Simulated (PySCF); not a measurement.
Species: BiCl3.
SMILES: `[Cl][Bi]([Cl])[Cl]`

Method: PBE0-D3(BJ)/def2-SVP geometry optimisation, gas phase, def2 core potentials past Kr in PySCF 2.14.0.

Masses are those of the commonest isotopes; rigid-rotor values at the optimised geometry. 

Q: Give the principal moments of inertia and the rotational constants in cm⁻¹.

A: Ia = 338.70, Ib = 341.96, Ic = 486.13 u·Å²; 505379 MHz·u·Å²/I gives 1492, 1478 and 1040 MHz, that is A = 0.04977, B = 0.04930, C = 0.03468 cm⁻¹.

Q: What kind of rotor is it?

A: An oblate symmetric top, as the point group C3v requires two equal moments; the computed ones differ by 0.96 % because the geometry is symmetric only within the optimiser's tolerance. Ray's parameter κ = (2B − A − C)/(A − C) = 0.937; −1 is the prolate and +1 the oblate limit.

Q: Is it planar, by Δ = Ic − Ia − Ib?

A: Not planar: Δ = Ic − Ia − Ib = -194.53 u·Å². For a rigid frame Δ = −2 Σ m c², so Σ m c² = 97.27 u·Å² lies off the ab plane. The atom farthest from that plane is 0.79 Å away.

Q: Give the other two planar moments, Paa and Pbb, and the rms extents of the mass along the axes.

A: Paa = Σ m a² = (Ib + Ic − Ia)/2 = 244.70 and Pbb = Σ m b² = (Ia + Ic − Ib)/2 = 241.44 u·Å². With the mass M = 313.89 u, the rms extents √(P/M) along a, b and c are 0.88, 0.88, 0.56 Å.

Q: Where do the R-branch lines fall?

A: The dipole of 4.12 D lies along the symmetry axis, so ΔK = 0 and J+1 ← J falls at 2B(J+1) for every K: 2.97 GHz, 5.94 GHz, 8.91 GHz, 11.88 GHz, 14.85 GHz for J = 0 to 4.

Q: Estimate the classical rotational partition function at 10 K, 100 K and 200 K.

A: Point group C3v, symmetry number σ = 3; q = (√π/σ)·√((kT/h)³/(ABC)), k/h = 20836.6 MHz/K: 1170 at 10 K, 37100 at 100 K, 105000 at 200 K.

Not checked by PBE0-D3(BJ)/def2-SVP frequencies. These are rigid-rotor constants of the computed structure; measured ground-state constants (B0) also hold zero-point vibration.

The run took 22 s on Arm Neoverse V2, one thread, no GPU, shared host with 96 logical CPUs at a one-minute load of 56, and the process peaked at 0.33 GiB of memory. These figures are those of the optimisation.
